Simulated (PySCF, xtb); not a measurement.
C₂H₈FNSi₂, SMILES C[Si@H]1CN[Si@H]1F.

GFN2-xTB (xtb) at its own geometry gives an orbital gap of 4.20 eV and a dipole moment of 1.94 D.

The structure is a stationary point at TPSSh-D3(BJ)/def2-SVP. The structure was generated by enumeration; whether it is a known compound was not checked.

Q: What does PBE0/def2-TZVP (PySCF) give? (An estimate is asked for; the answer gives what the named calculation found.)

A: gap 7.21 eV (levels -7.13 and 0.08 eV), dipole 1.95 D.
